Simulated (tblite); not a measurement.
Record of a relaxation.

C5H11ClGe.
SMILES with atom numbers: `[CH2:1]=[C:2]([Cl:3])[GeH2:4][CH:5]([CH3:6])[CH3:7]` (hydrogens: H8, H9 on C1; H10, H11 on Ge4; H12 on C5; H13, H14, H15 on C6; H16, H17, H18 on C7)

Computed with GFN2-xTB (tblite), gas phase: L-BFGS steps from a force-field or distance-geometry start until the largest atomic force falls under 0.01 eV/Å. 8 of its 105 geometries are shown.

Step 0: E = -618.3317 eV, largest atomic force 2.303 eV/Å
```
atom  x, y, z in Å  |  force x, y, z in eV/Å
C1      2.795   -1.318    0.212   -0.301   1.630  -0.060
C2      2.208   -0.106    0.359    1.762  -1.418  -0.435
Cl3     3.174    1.253   -0.212   -0.715  -0.253   0.310
Ge4     0.480    0.116    1.161   -0.121   0.406   1.773
C5     -0.919   -0.210   -0.118   -1.093   0.057  -0.941
C6     -0.849    0.934   -1.135    0.879   0.301   0.569
C7     -2.304   -0.110    0.475   -1.270  -0.116   0.143
H8      3.782   -1.294   -0.254   -0.396  -0.655   0.222
H9      2.308   -2.236    0.532    0.280   0.382  -0.158
H10     0.272    1.589    1.654    0.200  -0.698  -0.137
H11     0.356   -0.840    2.410    0.193   0.457  -0.577
H12    -0.870   -1.183   -0.630    0.248   0.283   0.057
H13    -0.001    0.722   -1.782   -0.205   0.277  -0.454
H14    -1.807    1.043   -1.660    0.711   0.128  -0.097
H15    -0.586    1.859   -0.554   -0.555  -0.476  -0.785
H16    -2.667   -1.094    0.826    0.182   0.654   0.207
H17    -2.982    0.211   -0.342    0.040  -0.362   0.552
H18    -2.397    0.673    1.252    0.160  -0.597  -0.187
```

Step 15: E = -618.8747 eV, largest atomic force 0.181 eV/Å
```
atom  x, y, z in Å  |  force x, y, z in eV/Å
C1      2.841   -1.316    0.201   -0.015  -0.058   0.009
C2      2.237   -0.158    0.395    0.079   0.032  -0.003
Cl3     2.957    1.327   -0.111    0.021  -0.031  -0.059
Ge4     0.473    0.088    1.212   -0.074   0.001   0.001
C5     -0.981   -0.142   -0.150   -0.114   0.063  -0.125
C6     -0.819    0.965   -1.189    0.066   0.091  -0.052
C7     -2.364   -0.111    0.495    0.012   0.014  -0.006
H8      3.798   -1.445   -0.280   -0.039   0.085   0.034
H9      2.344   -2.207    0.552    0.041  -0.041  -0.034
H10     0.406    1.496    1.730    0.026   0.021   0.028
H11     0.402   -0.830    2.406   -0.080  -0.083  -0.025
H12    -0.862   -1.099   -0.664    0.022  -0.048   0.041
H13     0.051    0.767   -1.811    0.042  -0.025  -0.074
H14    -1.694    1.055   -1.837    0.083  -0.124   0.071
H15    -0.657    1.927   -0.711   -0.102   0.113   0.076
H16    -2.587   -1.078    0.943   -0.009   0.094   0.108
H17    -3.132    0.105   -0.249    0.053  -0.071   0.011
H18    -2.421    0.662    1.262   -0.014  -0.035  -0.002
```

Step 30: E = -618.9351 eV, largest atomic force 0.154 eV/Å
```
atom  x, y, z in Å  |  force x, y, z in eV/Å
C1      2.871   -1.340    0.207   -0.022   0.021   0.019
C2      2.224   -0.205    0.406    0.030  -0.002  -0.022
Cl3     2.901    1.280   -0.162   -0.014   0.021   0.019
Ge4     0.455    0.069    1.222    0.074  -0.063  -0.120
C5     -0.982   -0.083   -0.161    0.104  -0.031   0.034
C6     -0.833    1.002   -1.223    0.006  -0.038   0.081
C7     -2.345   -0.069    0.523    0.021   0.024  -0.067
H8      3.832   -1.397   -0.283   -0.072  -0.006   0.017
H9      2.431   -2.263    0.547    0.024  -0.007   0.028
H10     0.483    1.424    1.864   -0.009   0.024   0.033
H11     0.231   -0.968    2.292    0.059  -0.026   0.050
H12    -0.844   -1.058   -0.643   -0.070   0.045  -0.038
H13     0.123    0.890   -1.734   -0.037   0.043   0.006
H14    -1.628    0.932   -1.964   -0.021  -0.008  -0.014
H15    -0.868    1.996   -0.776   -0.025  -0.050   0.007
H16    -2.459   -0.960    1.142   -0.012   0.111   0.017
H17    -3.147   -0.057   -0.212   -0.036  -0.030  -0.059
H18    -2.453    0.815    1.150    0.000  -0.025   0.007
```

Step 45: E = -618.9521 eV, largest atomic force 0.050 eV/Å
```
atom  x, y, z in Å  |  force x, y, z in eV/Å
C1      2.888   -1.345    0.216    0.004   0.006   0.000
C2      2.239   -0.210    0.401   -0.023  -0.013  -0.007
Cl3     2.891    1.277   -0.181    0.013   0.032  -0.027
Ge4     0.471    0.029    1.216   -0.049   0.007  -0.010
C5     -0.978   -0.092   -0.164    0.016  -0.002   0.011
C6     -0.849    1.007   -1.212    0.009  -0.011   0.014
C7     -2.344   -0.042    0.508    0.000   0.005  -0.004
H8      3.837   -1.409   -0.289    0.025  -0.010   0.010
H9      2.460   -2.261    0.588    0.002  -0.018   0.002
H10     0.477    1.369    1.897    0.000  -0.001   0.006
H11     0.287   -1.031    2.277    0.015   0.002  -0.023
H12    -0.868   -1.062   -0.662   -0.001   0.016   0.002
H13     0.124    0.973   -1.700    0.011  -0.009   0.016
H14    -1.616    0.892   -1.977   -0.009   0.012  -0.008
H15    -0.969    1.988   -0.753    0.015  -0.013   0.005
H16    -2.455   -0.860    1.217   -0.006   0.012   0.003
H17    -3.138   -0.115   -0.233   -0.006  -0.013  -0.004
H18    -2.466    0.898    1.044   -0.016  -0.001   0.013
```

Step 59: E = -618.9545 eV, largest atomic force 0.034 eV/Å
```
atom  x, y, z in Å  |  force x, y, z in eV/Å
C1      2.895   -1.341    0.222    0.000   0.010   0.005
C2      2.234   -0.208    0.379   -0.011   0.006   0.002
Cl3     2.885    1.277   -0.217   -0.004  -0.008  -0.005
Ge4     0.468    0.024    1.205    0.026  -0.003   0.022
C5     -0.989   -0.092   -0.160   -0.012   0.001  -0.005
C6     -0.844    1.009   -1.203   -0.002   0.012  -0.020
C7     -2.357   -0.038    0.507   -0.018   0.003   0.005
H8      3.855   -1.407   -0.264   -0.005  -0.005  -0.003
H9      2.466   -2.256    0.599    0.016   0.010   0.004
H10     0.476    1.355    1.905    0.002  -0.014  -0.007
H11     0.318   -1.053    2.253   -0.010  -0.004   0.001
H12    -0.884   -1.060   -0.659    0.008  -0.015  -0.008
H13     0.135    0.967   -1.679    0.004  -0.007  -0.001
H14    -1.603    0.907   -1.977   -0.006   0.005   0.007
H15    -0.957    1.988   -0.740    0.005   0.002   0.004
H16    -2.465   -0.841    1.234    0.004   0.005  -0.005
H17    -3.148   -0.137   -0.236    0.003   0.001   0.001
H18    -2.493    0.911    1.023    0.003   0.001   0.002
```

Step 74: E = -618.9566 eV, largest atomic force 0.038 eV/Å
```
atom  x, y, z in Å  |  force x, y, z in eV/Å
C1      2.921   -1.329    0.243    0.003  -0.002   0.007
C2      2.224   -0.214    0.368    0.015   0.007  -0.005
Cl3     2.817    1.265   -0.297   -0.014   0.004  -0.010
Ge4     0.463   -0.003    1.205   -0.032  -0.007  -0.019
C5     -0.998   -0.092   -0.163    0.010  -0.006  -0.006
C6     -0.834    1.014   -1.197   -0.001  -0.015   0.016
C7     -2.368   -0.026    0.502    0.027   0.008  -0.008
H8      3.870   -1.382   -0.266    0.002  -0.004   0.018
H9      2.535   -2.238    0.674    0.005  -0.016  -0.014
H10     0.476    1.315    1.928   -0.010   0.001   0.007
H11     0.306   -1.102    2.227    0.009  -0.009   0.020
H12    -0.902   -1.059   -0.669   -0.004   0.000   0.008
H13     0.130    0.935   -1.696   -0.009   0.010  -0.006
H14    -1.617    0.955   -1.952   -0.002   0.005   0.001
H15    -0.894    1.991   -0.717   -0.002   0.006  -0.017
H16    -2.478   -0.814    1.246    0.011  -0.006   0.003
H17    -3.159   -0.142   -0.238    0.004   0.013  -0.008
H18    -2.501    0.934    0.997   -0.013   0.009   0.014
```

Step 89: E = -618.9577 eV, largest atomic force 0.021 eV/Å
```
atom  x, y, z in Å  |  force x, y, z in eV/Å
C1      2.939   -1.323    0.259    0.001   0.004   0.004
C2      2.217   -0.222    0.360   -0.006  -0.003   0.012
Cl3     2.769    1.255   -0.344    0.007   0.008  -0.003
Ge4     0.456   -0.024    1.203    0.017  -0.007   0.009
C5     -1.000   -0.091   -0.166   -0.010  -0.008   0.006
C6     -0.832    1.017   -1.197   -0.002   0.004  -0.006
C7     -2.368   -0.015    0.501   -0.019   0.001   0.010
H8      3.889   -1.365   -0.249    0.004  -0.001   0.002
H9      2.577   -2.233    0.707    0.002  -0.003   0.002
H10     0.462    1.286    1.942    0.002   0.003  -0.003
H11     0.308   -1.129    2.223    0.000   0.002  -0.017
H12    -0.916   -1.056   -0.677   -0.005  -0.015  -0.002
H13     0.119    0.921   -1.718    0.008   0.001  -0.002
H14    -1.631    0.976   -1.936   -0.010   0.001  -0.012
H15    -0.862    1.993   -0.716   -0.005   0.007   0.005
H16    -2.482   -0.805    1.242    0.005   0.001  -0.003
H17    -3.160   -0.123   -0.239    0.002   0.010  -0.003
H18    -2.496    0.944    1.000    0.006  -0.003   0.003
```

Step 104: E = -618.9592 eV, largest atomic force 0.009 eV/Å
```
atom  x, y, z in Å  |  force x, y, z in eV/Å
C1      2.983   -1.311    0.294   -0.002  -0.003  -0.003
C2      2.224   -0.232    0.350    0.001   0.003   0.002
Cl3     2.746    1.242   -0.386   -0.001   0.000   0.003
Ge4     0.454   -0.056    1.178    0.001   0.003  -0.004
C5     -1.018   -0.094   -0.179    0.000   0.002  -0.002
C6     -0.848    1.014   -1.210    0.000   0.002   0.000
C7     -2.373    0.009    0.512    0.000  -0.001   0.000
H8      3.943   -1.336   -0.196    0.002  -0.001   0.001
H9      2.641   -2.220    0.760    0.000   0.001   0.002
H10     0.457    1.237    1.946   -0.004  -0.004  -0.007
H11     0.308   -1.184    2.171   -0.001  -0.001  -0.001
H12    -0.963   -1.060   -0.692    0.000   0.002   0.000
H13     0.101    0.914   -1.735   -0.001   0.001   0.003
H14    -1.650    0.979   -1.947   -0.001  -0.003   0.005
H15    -0.872    1.990   -0.727    0.005   0.001  -0.002
H16    -2.503   -0.798    1.231    0.001  -0.003   0.005
H17    -3.180   -0.046   -0.218   -0.002  -0.002  -0.003
H18    -2.459    0.957    1.042    0.003   0.004   0.002
```

Question: Summarise the path.

Answer: The energy falls by 0.6275 eV from step 0 to step 104; nine tenths of that is first reached at step 21. It falls at every step. The largest force goes from 2.303 to 0.009 eV/Å. Among the bonds Ge4–C5 changes most, from 1.923 to 2.002 Å; the atoms move by 0.318 Å rms after alignment.

What follows is the cost of the whole relaxation. The run took 1.4 s wall on an Arm Neoverse N1 with one thread, no GPU, shared host.
